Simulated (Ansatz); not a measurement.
`[TeH]C1=NC1` + `C=CCl` → `C=C(Cl)[TeH]` + `C1=NC1` at 400 K and 1 bar (formal exchange of groups at a Te–C bond).

Program: Ansatz. Geometries: PBE0-D4/def2-TZVP. ΔE: electronic, gas phase. CBS: MP2 limit from def2 TZ/QZ plus the TZ coupled-cluster correction, frozen cores. This one scheme is used for every species. def2 core potentials past Kr. For Te outer-core shells are correlated without core-valence functions, which leaves a few kJ/mol of doubt a bond.

| species | CCSD(T)/CBS energy (Eh) | H − E (kJ/mol) | S (J/(mol·K)) |
| --- | --- | --- | --- |
| `[TeH]C1=NC1` | -400.24331 | 135.8 | 334.7 |
| `C=CCl` | -537.65823 | 130.0 | 280.5 |
| `C=C(Cl)[TeH]` | -805.37257 | 129.3 | 353.7 |
| `C1=NC1` | -132.51911 | 134.8 | 260.4 |

H − E and S are ideal-gas, rigid-rotor, harmonic terms from PBE0-D4/def2-TZVP, for one conformer and one mirror image of each species. 1 Eh = 2625.50 kJ/mol, R = 8.31446 J/(mol·K).

**Question.** By hand: ΔE, ΔH, ΔS and ΔG.

**Answer.** ΔE = (-805.37257) + (-132.51911) − (-400.24331) − (-537.65823) = 0.00986 Eh = 25.9 kJ/mol. Δ(H − E) = 129.3 + 134.8 − 135.8 − 130.0 = -1.7, so ΔH = 24.2 kJ/mol. ΔS = 353.7 + 260.4 − 334.7 − 280.5 = -1.1 J/(mol·K). ΔG = 24.2 − 400 × (-1.1)/1000 = 24.6 kJ/mol.

**Question.** By hand: the equilibrium constant, and the temperature at which ΔG would vanish if ΔH and ΔS stayed fixed.

**Answer.** log₁₀ K = −ΔG/(RT ln 10) = -3.2. ΔH and −TΔS have one sign here, so there is no such temperature.

The number of gas molecules stays the same, so ΔS is small and ΔH decides. A doubt of 5 kJ/mol in ΔE shifts log₁₀ K by 0.7 here. Other conformers and mirror images would add mixing entropy, several J/(mol·K) or more a flexible species. These are equilibria of isolated gas molecules and say nothing of rates. Largest T1 diagnostic: 0.012 (customary marks: 0.02 for closed shells, 0.045 for open ones).

ΔS is within the doubt of such terms, so its sign, and with it that verdict, could turn.
